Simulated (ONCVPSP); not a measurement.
**Varying the ONCV potential for silver (Ag)**

Base potential:

- Element: Ag
- Generator: ONCVPSP 4.0.1
- Type: optimised norm-conserving Vanderbilt (ONCV)
- Functional: LDA (Perdew-Wang 92)
- Relativity: scalar-relativistic
- Frozen core: [Ar] 3d10
- Valence charge: 19
- Reference configuration: 4s2 4p6 4d10 5s1
- Partial waves: 4s+5s: rc 1.80 bohr, ncon 4, nbas 9, qcut 7.1 1/bohr, 2 projectors; 4p: rc 1.05 bohr, ncon 3, nbas 7, qcut 8.9 1/bohr, 1 projector; 4d: rc 1.30 bohr, ncon 4, nbas 8, qcut 7.4 1/bohr, 2 projectors, debl 2.9 Ha; f scattering state at 0.06 Ha: rc 1.05 bohr, ncon 3, nbas 7, qcut 10.4 1/bohr, local
- Local potential: the f channel
- Core correction: none

Cutoffs, loose and tight: the cutoffs (Ha) at which the residual kinetic energy of the hardest occupied pseudo-wave falls to 1 and 0.1 mHa per electron. They do not see the model core or the augmentation charge, which bear on the density cutoff. Test errors are all-electron minus pseudo excitation energies from the reference, over the configurations 4s2 4p6 4d10 5s0; 4s2 4p6 4d9 5s0; 4s2 4p6 4d8 5s0; 4s2 4p6 4d10 5s0.5. A dash means not determined; rows that change the core or the reference have their own tests.

```tsv
change	outcome	cutoff, loose	cutoff, tight	bound ghosts	GHOST(+) flags above zero	largest test error (meV)
base	generated	42 Ha	140 Ha	none	d	-8.5
p: qcut 5.1	generated	99 Ha	200 Ha	none	d	-7.8
all radii scaled by about 1.14 (s 2.04, p 1.20, d 1.48, f 1.20 bohr)	generated	31 Ha	92 Ha	none	s	-4.1
d: debl 4.85	generated	42 Ha	140 Ha	none	d	-12
```

What comes out with this change to the base: reference 4s2 4p6 4d10 5s0.5 5p0.5; wave 4p: rc 1.05 bohr, ncon 3, nbas 7, qcut 8.9 1/bohr, 1 projector becomes 4p+5p: rc 1.05 bohr, ncon 3, nbas 7, qcut 8.9 1/bohr, 2 projectors?

outcome: generated; cutoff, loose: 42 Ha; cutoff, tight: 140 Ha; bound ghosts: none; GHOST(+) flags above zero: d; largest test error (meV): -1.1 over the solved tests; 2 of 4 tests not solved or not reliable.
